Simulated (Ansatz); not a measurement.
Ansatz (a program for electronic structure) input (PBE/def2-TZVPD):

Ansatz 0.2 input:
```yaml
crystal:
  periodic: [false, false, false]
  atoms:
    - {symbol: B, position_ang: [-0.03331914, -0.38925425, -0.07028612]}
    - {symbol: Cl, position_ang: [0.11612937, 1.35669302, 0.24497274]}
    - {symbol: C, position_ang: [1.27565683, -1.22477228, -0.21169731]}
    - {symbol: C, position_ang: [-1.46559762, -0.99423019, -0.18897928]}
    - {symbol: H, position_ang: [1.13623073, -2.26933871, 0.07577275]}
    - {symbol: H, position_ang: [1.54285583, -1.23387356, -1.27726277]}
    - {symbol: H, position_ang: [2.12902382, -0.80712141, 0.32216483]}
    - {symbol: H, position_ang: [-1.76220370, -1.32868002, 0.81455250]}
    - {symbol: H, position_ang: [-2.22231642, -0.28277878, -0.51896384]}
    - {symbol: H, position_ang: [-1.49154899, -1.88170267, -0.82531003]}
basis:
  gaussian:
    orbitals: def2-TZVPD
hamiltonian:
  xc: {name: PBE}
output: {forces: true}
```

Output:

```
Functional definition: PBE
integrals: 0.12 GiB planned
1099 factors; their error is unknown
mean field: 0.97 GiB planned
mean field evaluation 1: about -15348.1043 eV, gradient 8.4e1 eV
mean field evaluation 2: about -15317.4867 eV, gradient 1.3e2 eV
mean field evaluation 4: about -15364.0184 eV, gradient 1.4e1 eV
mean field evaluation 8: about -15364.4620 eV, gradient 4.6e-1 eV
mean field evaluation 16: about -15364.4624 eV, gradient 1.3e-5 eV
mean field -15364.46235729 eV, -564.6335772237 hartree, gradient 1.3e-5 eV, S^2 0.000000; 0 other end points of the search recorded, 0 dependent functions left out
the calculation of the forces begins
reference -15364.46241667 eV, -564.6335794058 hartree; 20, 20 occupied and 191, 191 virtual orbitals, 1099 factors
Total energy: -15364.46241667 eV, -564.6335794058 hartree
Atom 0 at    -0.033319    -0.389254    -0.070286 Å, force     0.002980     0.034817     0.006287 eV/Å
Atom 1 at     0.116129     1.356693     0.244973 Å, force     0.005055     0.059053     0.010663 eV/Å
Atom 2 at     1.275657    -1.224772    -0.211697 Å, force    -0.136511     0.104211     0.068516 eV/Å
Atom 3 at    -1.465598    -0.994230    -0.188979 Å, force     0.153779     0.097529    -0.032089 eV/Å
Atom 4 at     1.136231    -2.269339     0.075773 Å, force    -0.031303    -0.258944     0.053382 eV/Å
Atom 5 at     1.542856    -1.233874    -1.277263 Å, force     0.071255    -0.010330    -0.245933 eV/Å
Atom 6 at     2.129024    -0.807121     0.322165 Å, force     0.225240     0.106123     0.119138 eV/Å
Atom 7 at    -1.762204    -1.328680     0.814553 Å, force    -0.079262    -0.083211     0.229043 eV/Å
Atom 8 at    -2.222316    -0.282779    -0.518964 Å, force    -0.201055     0.176425    -0.068119 eV/Å
Atom 9 at    -1.491549    -1.881703    -0.825310 Å, force    -0.010179    -0.225673    -0.140888 eV/Å
Dipole moment:    -0.028182    -0.329245    -0.059450 e Å
```
